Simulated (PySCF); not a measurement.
SMILES C[CH]N, doublet (CAM-B3LYP/def2-SVP optimised geometry):

```
9

C      0.717     0.461     0.879
C      0.021    -0.518     0.000
N     -1.373    -0.518     0.000
H      1.804     0.440     0.710
H      0.375     1.494     0.685
H      0.546     0.271     1.959
H      0.480    -1.494    -0.181
H     -1.799     0.406     0.000
H     -1.804    -1.112    -0.701
```

Level of theory: unrestricted CAM-B3LYP/def2-TZVP (PySCF 2.14.0).

Task: What are the frontier orbital energies (α orbitals alone; a β orbital can be the lowest empty one) and the dipole moment?

Result: HOMO-2 -11.59 eV, HOMO-1 -10.69 eV, HOMO -5.51 eV, LUMO 1.93 eV, LUMO+1 2.83 eV; dipole moment 0.97 D.

Meta-Löwdin charges at CAM-B3LYP/def2-TZVP: C1 -0.33, C2 -0.12, N3 -0.43, H4 0.12, H5 0.10, H6 0.10, H7 0.10, H8 0.23, H9 0.23.
